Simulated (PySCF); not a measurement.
BrH.
SMILES: `Br`

Level of theory: CAM-B3LYP/def2-TZVP geometry optimisation, gas phase (PySCF 2.14.0).

Take the most abundant isotopes and a rigid rotor. 

(1) What are the moment of inertia and the rotational constant?

(2) List the first levels of a rigid rotor in a Σ state.

(3) Where do the first rotational lines fall?

Results:

(1) I = 2.005 u·Å², B = 505379 MHz·u·Å²/I = 252108 MHz (8.4094 cm⁻¹, or 12.099 K as hB/k). For two atoms I = μr² with μ = 0.9951 u and r = 1.4193 Å.

(2) E(J) = BJ(J+1): J = 1: 16.819, J = 2: 50.456, J = 3: 100.913, J = 4: 168.188, J = 5: 252.282, J = 6: 353.195 cm⁻¹.

(3) The dipole is 0.96 D; J+1 ← J lies at 2B(J+1): 1 ← 0 at 504.22 GHz, 2 ← 1 at 1008.43 GHz, 3 ← 2 at 1512.65 GHz, 4 ← 3 at 2016.86 GHz, 5 ← 4 at 2521.08 GHz, 6 ← 5 at 3025.29 GHz.

Whether it is a minimum is left open (no frequencies). No vibrational averaging or centrifugal distortion is included, and the geometry carries the error of its method.

Time: 2.6 s wall; peak memory 0.29 GiB. Hardware: an Arm Neoverse V1 with one thread (shared host). That covers the optimisation of the geometry.
